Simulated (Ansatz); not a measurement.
Hg$_{2}$+, multiplicity 2 (lowest of 2S+1 = 2, 4 at CCSD(T)/def2-TZVPP on PBE0 minima; our sources give no spin for the ground state, which may be another), most abundant isotopes (201.9706 and 201.9706 u). Constants from fifth-degree fits in 1/R to seven points on the lowest solution found; no spin–orbit coupling, no relativity up to Kr; ω_e x_e and α_e move by some per cent with the fit.

Correlated levels freeze the inner cores; with def2 sets outer-core shells near the valence are correlated too.

Codes used: Ansatz (a program for electronic structure) with Gaussian orbitals.  In def2 rows elements past Kr take small-core potentials, without spin–orbit coupling.

```tsv
level	r_e (Å)	ω_e (cm⁻¹)	ω_e x_e (cm⁻¹)	α_e (cm⁻¹)
PBE/def2-TZVPP	2.8311	89.9	0.416	0.000105
CCSD(T)/def2-TZVPP	2.7491	109.4	0.319	8.50e-5
```

Task: Derive the rotational constants, the centrifugal constant, the fundamental, the zero-point energy and the force constant.

Result: 
μ = 100.98532 u.
- PBE/def2-TZVPP: B_e = 16.8576/(μ r_e²) = 0.020827 cm⁻¹; B₀ = B_e − α_e/2 = 0.020775 cm⁻¹; D = 4B_e³/ω_e² = 4.48e-09 cm⁻¹; fundamental ω_e − 2ω_e x_e = 89 cm⁻¹; zero-point energy ω_e/2 − ω_e x_e/4 = 45 cm⁻¹; k = μ(2πcω_e)² = 48.0 N/m
- CCSD(T)/def2-TZVPP: B_e = 16.8576/(μ r_e²) = 0.022088 cm⁻¹; B₀ = B_e − α_e/2 = 0.022045 cm⁻¹; D = 4B_e³/ω_e² = 3.60e-09 cm⁻¹; fundamental ω_e − 2ω_e x_e = 109 cm⁻¹; zero-point energy ω_e/2 − ω_e x_e/4 = 55 cm⁻¹; k = μ(2πcω_e)² = 71.2 N/m
